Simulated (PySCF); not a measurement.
Br₂CrO, neutral, multiplicity 3. Atoms are numbered in the order given.

```xyz
4

Cr     0.0000     0.0000    -0.6678
O      0.0000     0.0000    -2.2097
Br     0.0000    -1.9841     0.4815
Br     0.0000     1.9841     0.4815
```
Charge 0, spin multiplicity 3.

Geometry optimised at PBE-D3(BJ)/def2-SVP. The spin state was assumed, not searched.

Method: PBE-D3(BJ)/def2-SVP in PySCF.

Frequencies are harmonic and unscaled.

Computed normal modes with their intensities:
```tsv
mode	ν (cm⁻¹)	IR (km/mol)	moving atoms (share of kinetic energy)
1	78	0.1	Br 71 %, Cr 22 %
2	108	13.1	Cr 59 %, O 35 %
3	181	0.1	O 79 %, Br 21 %
4	269	6.0	Br 59 %, Cr 31 %, O 10 %
5	397	84.5	Cr 74 %, Br 23 %
6	1105	136.1	O 75 %, Cr 25 %
```
